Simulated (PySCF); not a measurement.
Compound: C2H8FGaO.
Cartesian coordinates in Å at the GFN2-xTB level; atoms count from 1:
```
atom  x, y, z in Å
C1    -0.879   -1.118   -0.645
O2    -0.171   -0.098    0.031
C3    -0.870    1.131    0.102
Ga4    1.859   -0.107    0.664
F5     2.407    1.062   -0.514
H6    -1.802   -1.362   -0.108
H7    -1.120   -0.811   -1.668
H8    -0.226   -1.991   -0.671
H9    -1.802    1.012    0.665
H10   -0.211    1.833    0.616
H11   -1.089    1.509   -0.901
H12    2.209   -1.569    0.352
H13    1.691    0.511    2.060
```

The closed-shell ground state was solved at several levels (PySCF, density fitting, gas phase). Relativistic effects, spin–orbit coupling among them, are left out although an element past zinc is present.

```json
{"level": "PBE0/pcSseg-1", "basis functions": "149", "HOMO (eV)": "-7.87", "LUMO (eV)": "0.51", "gap (eV)": "8.38", "dipole (D)": "5.19"}
{"level": "B3LYP/def2-SVPD", "basis functions": "188", "HOMO (eV)": "-7.72", "LUMO (eV)": "-0.12", "gap (eV)": "7.60", "dipole (D)": "5.12"}
```

Question: What might B3LYP/pcJ-1 (pcSseg-1 on Ga) (229 basis functions) give for the same quantities?

Answer: HOMO -7.67 eV, LUMO 0.27 eV, gap 7.94 eV, dipole 5.17 D.

Question: Over all these levels, which gives the widest orbital gap and which the narrowest?

Answer: PBE0/pcSseg-1 (global hybrid, 25 % exact exchange) has the widest, 8.38 eV, and B3LYP/def2-SVPD (global hybrid, 20 % exact exchange) the narrowest, 7.60 eV. Functional and basis both differ between the two, so the spread mixes both effects.

Question: How far do the dipole and the HOMO energy spread over the levels?

Answer: The dipole runs from 5.12 to 5.19 D (mean 5.16 D) and the HOMO from -7.87 to -7.67 eV.

One conformer stands for the species.
